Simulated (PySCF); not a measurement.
Excitations are Tamm–Dancoff values on a coarser integration grid. The basis has no diffuse functions, so Rydberg states are missing or too high.

**BrF3Si, SMILES `F[Si](F)(F)Br` (charge 0, multiplicity 1)**

These are r2SCAN-D4/def2-TZVP (PySCF 2.14.0) values and carry that method's errors.

| Property | Result |
|---|---|
| HOMO | -8.59 eV |
| dipole moment | 0.74 D |
| HOMO–LUMO gap | 8.00 eV |
| LUMO | -0.59 eV |
| S1 excitation (TDA) | 8.17 eV |
| S1 oscillator strength | 0.019 |
| T1 excitation (TDA) | 7.50 eV |
| S1–T1 gap (TDA) | 0.68 eV |
| total energy | -3163.4287 Ha |
| cost | roughly 6 core-minutes |

Bonds (Å): F1–Si2 1.569, Si2–F3 1.569, Si2–F4 1.569, Si2–Br5 2.165. Bond angles (°): F1–Si2–F3 108.3, F1–Si2–F4 108.3, F1–Si2–Br5 110.6, F3–Si2–F4 108.3, F3–Si2–Br5 110.6, F4–Si2–Br5 110.6.
